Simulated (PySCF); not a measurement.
F2HOSTa, SMILES [OH][Ta]([F])([F])=[S], multiplicity 1.

Geometry optimised at B3LYP-D3(BJ)/def2-SVP. The multiplicity is an assumed one; no other spin state was optimised. The structure was generated by enumeration; whether it is a known compound was not checked. The def2 effective core potentials stand for the cores of Ta; spin–orbit coupling is left out. One conformer was computed; it need not be the lowest.

Computed with ωB97X/def2-TZVP in PySCF.

Computed frontier levels, gap, dipole moment and polarisability:
* **highest occupied level**: -10.26 eV
* **lowest empty level**: 0.19 eV
* **orbital gap**: 10.46 eV
* **dipole moment**: 2.90 D
* **quadrupole, principal values (traceless, Buckingham form, about the centre of nuclear charge)**: -5.52, -5.31, 10.82 D·Å
* **mean static polarisability**: 58.2 bohr³ (8.62 Å³)
* **polarisability, principal values**: 47.1, 52.5, 74.8 bohr³
